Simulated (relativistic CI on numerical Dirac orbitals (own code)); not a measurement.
**Slater and spin-orbit integrals, Ho⁸⁺**

Calculated at this level of theory: Dirac-Coulomb-Breit CI, orbitals from a KLI potential per configuration, model QED, unscaled Slater integrals (own radial code, finite nucleus).

Slater integrals F^k, G^k are unscaled and averaged over j, outside the closed core [Kr] 4d10; ζ comes from projecting the Hamiltonian with its Breit term on Σ l·s of the shell.

- 4f10 5s2 5p: F^2(4f,4f) = 134850, F^4(4f,4f) = 85031, F^6(4f,4f) = 61292, ζ(4f) = 2119.8, F^2(4f,5p) = 63618, G^2(4f,5p) = 30123, G^4(4f,5p) = 24327, ζ(5p) = 37189 cm⁻¹; <r>(4f) = 0.7214, <r^2>(4f) = 0.6405, <r>(5p) = 1.308, <r^2>(5p) = 1.913 (bohr units).
- 4f11 5s2: F^2(4f,4f) = 130800, F^4(4f,4f) = 82290, F^6(4f,4f) = 59260, ζ(4f) = 1983.2 cm⁻¹; <r>(4f) = 0.7397, <r^2>(4f) = 0.6767 (bohr units).
- 4f10 5s2 5d: F^2(4f,4f) = 135570, F^4(4f,4f) = 85530, F^6(4f,4f) = 61665, ζ(4f) = 2115.1, F^2(4f,5d) = 45300, F^4(4f,5d) = 23256, G^1(4f,5d) = 18856, G^3(4f,5d) = 17030, G^5(4f,5d) = 13471, ζ(5d) = 3174.3 cm⁻¹; <r>(4f) = 0.7184, <r^2>(4f) = 0.6346, <r>(5d) = 1.592, <r^2>(5d) = 2.843 (bohr units).

Averages of the first 8 configurations, taken without configuration mixing, which lowers the lowest level and can move excited configurations by several eV; other configurations of the list can lie among them:

```csv
Configuration,Parity,States,Average energy above the lowest level (eV)
4f10 5s2 5p,odd,6006,13.2
4f11 5s2,odd,364,27.6
4f10 5s2 5d,even,10010,53.4
4f12 5p,odd,546,96.8
4f12 5s,even,182,69.3
4f11 5s 5p,even,4368,53.3
4f11 5p2,odd,5460,82.7
4f11 5s 6s,odd,1456,107.1
```
